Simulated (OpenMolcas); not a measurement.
# Ti3+ in a point-charge field

Ti3+ among 2 point charges of -2.4 e arranged as a linear pair (D∞h), 2.13 Å from the ion.
```
   0.0000    0.0000    2.1300  -2.40
   0.0000    0.0000   -2.1300  -2.40
```

* Program: OpenMolcas
* Method: SS-CASPT2, IPEA 0.25 Eh, imaginary shift 0.1 Eh (closed shells correlated: 3s 3p)
* Basis: ANO-RCC-VDZP [5s4p2d1f]
* Scalar Hamiltonian: DKH2, point nucleus
* Active space: 1 electron in 5 orbitals (3d)
* State averaging: 2S+1 = 2 even, 5 roots
* Spin-orbit coupling: state interaction with AMFI integrals over the reference wave functions

The lowest spin-free states (labels by Λ), above the lowest:

```
State  Degeneracy  E (cm-1)  Free-ion L (%)
   2Δ           2         0         D (100)
   2Π           2     11010         D (100)
   2Σ           1     14610         D (100)
```

The lowest levels with spin-orbit coupling:

```csv
E (cm-1),Degeneracy,2S+1,g
0,2,2,0.00 0.00 2.00
290,2,2,0.00 0.00 6.00
11070,2,2,0.00 0.23 0.23
11240,2,2,0.00 0.00 4.00
14760,2,2,2.00 2.23 2.23
```

Powder χT (cm3 K/mol): 0.127 at 2 K, 0.137 at 10 K, 0.185 at 50 K, 0.257 at 100 K, 0.425 at 200 K, 0.545 at 300 K. The effective moment at 300 K is 2.828 √(χT) = 2.09 μB.

The lowest level has 2S+1 = 2, for which the spin-only value is χT = S(S+1) / 2 = 0.375 cm3 K/mol (g = 2). The computed 0.545 at 300 K differs by +0.170, through orbital momentum, spin-orbit coupling and any other state in reach.

Free-ion shares, where given, are those of the reference states; single-state CASPT2 does not remix them. This is an electrostatic model: the charges have no orbitals. No measured value stands beside these numbers.

The CASPT2 steps took 0.47 s on 1 thread of Arm Neoverse V1, with other jobs on the host; the integral step is not counted.
